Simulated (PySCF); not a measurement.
**Working out the ionisation energy of V**

V [Ar] 3d3 4s2 (4F) → V⁺ [Ar] 3d4 (5D). Computed with PySCF 2.14 in aug-cc-pVTZ-DK (8s7p5d3f2g, 93 functions), with scalar relativity by spin-free X2C-1e. Frozen: [Ar]. Energies in hartree (1 hartree = 27.21139 eV):

```csv
part,V (lower),V⁺ (upper)
UHF,-948.142316,-947.915696
MP2 opposite-spin,-0.033811,0.000000
MP2 same-spin,-0.027562,-0.045833
```

What does Hartree-Fock give?

(-947.915696) − (-948.142316) = 0.226620 hartree = 6.167 eV.

What do MP2 and SCS-MP2 (6/5 opposite-spin, 1/3 same-spin) give?

The opposite-spin parts differ by 0.920 eV and the same-spin parts by -0.497 eV. MP2: 6.167 + (0.920) + (-0.497) = 6.590 eV. SCS-MP2: 6.167 + 1.2 × (0.920) + (-0.497)/3 = 7.105 eV.

Measured between the centres of the two terms (NIST): 6.732 eV, so MP2 (valence) is off by -0.142 eV.

What remains against the reference includes basis incompleteness, the frozen core and correlation beyond second order.
